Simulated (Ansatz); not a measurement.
Computed with Ansatz on PBE0-D4/def2-TZVP structures; ΔE is electronic, products minus reactants. CCSD(T)/CBS adds triple-zeta CCSD(T) − MP2 to the extrapolated MP2 energy (def2 sets, frozen cores). DFT in def2-TZVPP. Each species was taken in one conformer, which may not be the lowest.

Consider the ligand exchange at the Si–C bond: `O[SiH2]C([SiH3])Cl` + `CNCF` → `CN([SiH3])CF` + `O[SiH2]CCl`.

```
             level  ΔE (kJ/mol)
               PBE        -33.6
              PBE0        -36.2
CCSD(T)/def2-TZVPP        -40.9
     MP2/CBS(def2)        -41.0
```

Question: What does CCSD(T)/CBS give? (An estimate is asked.)

Answer: Computed: -39.6 kJ/mol. The listed levels differ from it by 6.0, 3.4, -1.3, -1.4 kJ/mol.

Largest T1 diagnostic among the species: 0.011.

In def2-TZVPP, CCSD(T) changes the Hartree–Fock value by +8.5 kJ/mol (the triples alone add +1.6 kJ/mol) and MP2 by +7.1 kJ/mol.
